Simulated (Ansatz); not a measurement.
`N[SiH](Cl)N[SiH3]` and `[SiH3]N[SiH2]Cl` differ in one atom or group.

Ansatz, PBE0-D4/def2-TZVP geometries, multiplicity 1. Each molecule was computed in one conformer, which needn't be the lowest.

```
                                        property  `N[SiH](Cl)N[SiH3]`
           HOMO energy (ωB97M-V/def2-TZVPP) / eV               -10.05
              LUMO energy (PBE0/def2-TZVPP) / eV                 0.39
             LUMO energy (B3LYP/def2-TZVPP) / eV                 0.15
             HOMO–LUMO gap (PBE/def2-TZVPP) / eV                 5.95
size of the dipole moment (B3LYP/def2-TZVPP) / D                 2.57
            HOMO–LUMO gap (PBE0/def2-TZVPP) / eV                 8.14
```

What does the change do to each property? (An estimate is asked.)

Computed: 
```csv
property,`[SiH3]N[SiH2]Cl`,shift
HOMO energy (ωB97M-V/def2-TZVPP) / eV,-10.31,-0.26
LUMO energy (PBE0/def2-TZVPP) / eV,-0.10,-0.49
LUMO energy (B3LYP/def2-TZVPP) / eV,-0.31,-0.46
HOMO–LUMO gap (PBE/def2-TZVPP) / eV,5.74,-0.21
size of the dipole moment (B3LYP/def2-TZVPP) / D,1.80,-0.77
HOMO–LUMO gap (PBE0/def2-TZVPP) / eV,7.93,-0.21
```

With PBE0 the HOMO falls by 0.28 eV and the LUMO falls by 0.49 eV, so the gap narrows by about 0.21 eV. PBE moves the HOMO by -0.29 eV and ωB97M-V by -0.26 eV. Dipoles are sizes alone; their direction can turn.

B3LYP here is the variant with VWN-RPA as its local correlation; programs differ in this.
